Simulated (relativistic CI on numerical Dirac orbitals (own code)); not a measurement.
# Cd: computed level list

Method of calculation: Dirac-Coulomb-Breit CI, separate exchange-only KLI orbitals for each configuration, model QED, valence Slater integrals scaled by 0.85, configuration energies shifted to the measured levels that pair with them (semi-empirical) (own radial code, finite nucleus).

CI space (outside the closed core [Kr] 4d10): 5s², 5s5p, 5s6s, 5s5d, 5p², 5s7s, 5s6p, 5s7p, 5s4f, 5s6d, 5s5g, 5s5f, 5s7d, 5s6g, 5d². Levels of other configurations are missing.

```tsv
No.	Configuration	Term	J	E (eV)	%	Landé g
1	5s²	¹S	0	0.0000	96	
2	5s5p	³P°	0	3.7367	100	
3	5s5p	³P°	1	3.7978	100	1.501
4	5s5p	³P°	2	3.9214	100	1.501
5	5s5p	¹P°	1	5.7386	87	1.000
6	5s6s	³S	1	6.3801	100	2.002
7	5s6s	¹S	0	6.6127	99	
8	5s6p‡	³P°	0	7.2108	100	
9	5s6p‡	³P°	1	7.2178	99	1.500
10	5s6p‡	³P°	2	7.2325	99	1.501
11	5s5d	¹D	2	7.3033	94	1.000
12	5s5d	³D	1	7.3766	100	0.499
13	5s5d	³D	2	7.3773	100	1.167
14	5s5d	³D	3	7.3785	100	1.334
15	5s6p‡	¹P°	1	7.6120	78	1.001
16	5s7s‡	³S	1	7.7675	100	2.002
17	5s7s‡	¹S	0	7.8508	99	
18	5s6d‡	¹D	2	8.0708	94	1.000
19	5s7p‡	³P°	0	8.0794	100	
20	5s7p‡	³P°	1	8.0833	100	1.500
21	5s7p‡	³P°	2	8.0918	100	1.501
22	5s6d‡	³D	1	8.1193	100	0.499
23	5s6d‡	³D	2	8.1197	100	1.167
24	5s6d‡	³D	3	8.1203	100	1.334
25	5s7p‡	¹P°	1	8.2899	84	1.001
26	5s4f‡	³F°	4	8.3162	100	1.251
27	5s4f‡	³F°	3	8.3162	100	1.084
28	5s4f‡	³F°	2	8.3162	100	0.666
29	5s4f‡	¹F°	3	8.3171	100	1.000
30	5s7d‡	¹D	2	8.4586	96	1.000
```

Energies count from the lowest computed level; ° marks odd parity. ‡ marks configurations that were not tied to measured data.

The mean weight of the leading LS term, summed over parents, in these 30 levels is 97 %, and that of the leading jj configuration (from the same eigenvectors) 83 %, so LS coupling describes them better.

Configurations whose levels could be paired with our table of measured levels were shifted onto them, all but the ground configuration, by the median error of their levels; single terms can still be off by 1,000 to 2,000 cm⁻¹ or more, and rates follow the energies as ν³ (E1, M1) or ν⁵ (E2). The others borrow a shift and can be off by several thousand cm⁻¹ or more. The fine structure of a lone outer electron comes out too small, for d and f at times inverted, and misplaced configurations move strength between like terms. 10 of the 10 excited levels that our extract of the measured tables holds in this range could be paired (the sources list more); they are missed by 322 cm⁻¹ on average and 2593 at most, after the shifts were fitted to these levels, and levels without a partner can miss by more.
